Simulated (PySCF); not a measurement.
Zn(Et)(SH) (C2H6SZn), SMILES [Zn]([CH2]C)[SH]. Atoms are numbered in the order given.

```xyz
10

Zn     0.0617    -0.0051     0.1833
C      0.7709    -1.6629    -0.5664
C      0.5172    -1.8594    -2.0666
H      0.3323    -2.5013     0.0184
H      1.8608    -1.6840    -0.3462
H      0.9728    -1.0534    -2.6785
H     -0.5652    -1.8748    -2.3111
H      0.9424    -2.8190    -2.4348
S     -0.7192     1.8763     1.0164
H     -1.6168     1.1992     1.7897
```
Charge 0, spin multiplicity 1.

Geometry optimised at PBE-D3(BJ)/def2-SVP. The isomer is the one that the SMILES or the coordinates give; other isomers of the formula were not compared. Other conformers were not sampled.

All values below come from PBE/def2-TZVP in PySCF.

Gas-phase values at a fixed geometry.

The total energy is -2256.92716 hartree, the highest occupied level is -5.87 eV and the lowest empty level is -1.11 eV. The orbital gap is 4.76 eV and the dipole moment is 0.406 e·Å. The quadrupole, principal values (traceless, Buckingham form, about the centre of nuclear charge) is -7.27, 0.10, 7.18 D·Å. The mean static polarisability is 74.6 bohr³ (11.06 Å³) and the polarisability, principal values comes out as 57.6, 60.9, 105.5 bohr³.
